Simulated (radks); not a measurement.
Task: The table gives one normalised radial function P(r) = r R(r) (large component) of Ag2+ in [Ar] 3d10 4s2 4p5 4d9 5s1 (r in bohr). Calculated with a radial shooting solver on a logarithmic mesh with Libxc functionals: Dirac Kohn-Sham, BLYP, spin-unpolarised, spherical densities, point nucleus; open shells fill j = l - 1/2 first.

r           P
0.001237   0.0000
0.001891   0.0000
0.002889   0.0000
0.004415   0.0001
0.006693   0.0004
0.01023    0.0011
0.01563    0.0035
0.02388    0.0105
0.03649    0.0302
0.05576    0.0794
0.0852     0.1837
0.1302     0.3490
0.1989     0.4885
0.304      0.3814
0.4645    -0.1265
0.7098    -0.7576
1.085     -0.9535
1.657     -0.6414
2.533     -0.2478
3.87      -0.0467
5.914     -0.0029

Which n and l does it have? It may be an empty orbital.

Result: n = 4, l = 2: the number of nodes gives n - l - 1 = 1, the rise at small r points to l (for j = l - 1/2 the large component starts as r^gamma with gamma = sqrt(l^2 - (Z/c)^2) = 1.97 and the r^(l+1) term takes over further out; the orbital of l - 1 with the same j starts with the same power, but with a larger coefficient, and does not steepen), and the extent must fit the shell. The curve is that of 4d3/2; the two j differ most near the nucleus, where j = l - 1/2 has the larger amplitude, and in heavy atoms j = l - 1/2 is also the more compact. 4d3/2: eigenvalue -34.125 eV, 1 radial node at r = 0.427 bohr, <r> = 1.25 bohr, 90 % of the charge inside 1.95 bohr.
